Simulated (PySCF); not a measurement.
C2H6ClGa, charge +1, doublet, at a GFN2-xTB geometry (such geometries of metal compounds can be far from the true shape) (a state made from the parent by changing its charge; the spin is typed, not shown lowest).

Here is a job for PySCF.
```python
from pyscf import gto, scf, dft

mol = gto.Mole()
mol.atom = '''
    Ga   -0.11318702    0.04469571   -0.08248336
    C    -1.92172568   -0.98294550   -0.55503717
    H    -1.85733445   -1.24248750   -1.61332384
    H    -2.74321140   -0.29652337   -0.34397420
    H    -1.91352618   -1.85857301    0.09676954
    C    -0.37592146    1.89024885   -1.11933910
    H    -0.66734654    1.64329702   -2.14141930
    H     0.59865420    2.37779450   -1.05496299
    H    -1.15677370    2.43270961   -0.58316277
    Cl    1.47260108   -0.58150613    1.07313619
'''
mol.basis = 'def2-svp'
mol.charge = 1
mol.spin = 1
mol.verbose = 4
mol.build()

mf = dft.UKS(mol)
mf.xc = 'bhandhlyp'
mf.kernel()
```

Question: What does this run give for the <S^2>, HOMO energy, number of basis functions, nuclear repulsion energy, Mulliken (on the basis functions themselves) charges in atom order, total energy?

Answer: 
- <S^2> = 0.780
- HOMO energy = -14.86 eV
- number of basis functions = 108
- nuclear repulsion energy = 337.7592 Eh
- Mulliken (on the basis functions themselves) charges in atom order = Ga1 0.63, C2 -0.21, H3 0.14, H4 0.14, H5 0.15, C6 -0.21, H7 0.14, H8 0.15, H9 0.14, Cl10 -0.07
- total energy = -2464.0676 Eh

These values belong to the state on which the SCF converged, which isn't shown to be the lowest.
